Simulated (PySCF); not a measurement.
Tl(I) anion (ITl), SMILES [I][Tl] (connectivity only; charge and spin as stated), charge -1, multiplicity 2. Atoms are numbered in the order given.

```xyz
2

Tl     0.0000     0.0000    -1.2266
I      0.0000     0.0000     1.8747
```
Charge -1, spin multiplicity 2.

The structure is a stationary point at PBE-D3(BJ)/def2-TZVPD. The multiplicity is an assumed one; other spin states were not compared. The def2 effective core potentials stand for the cores of I, Tl; spin–orbit coupling is left out.

All values below come from PBE-D3(BJ)/def2-TZVPD (PySCF).

Frequencies are harmonic and unscaled.

Computed harmonic wavenumbers and intensities:
```
mode  ν (cm⁻¹)  IR (km/mol)  moving atoms (share of kinetic energy)
----  --------  -----------  --------------------------------------
1           94         17.7                         I 62 %, Tl 38 %
```
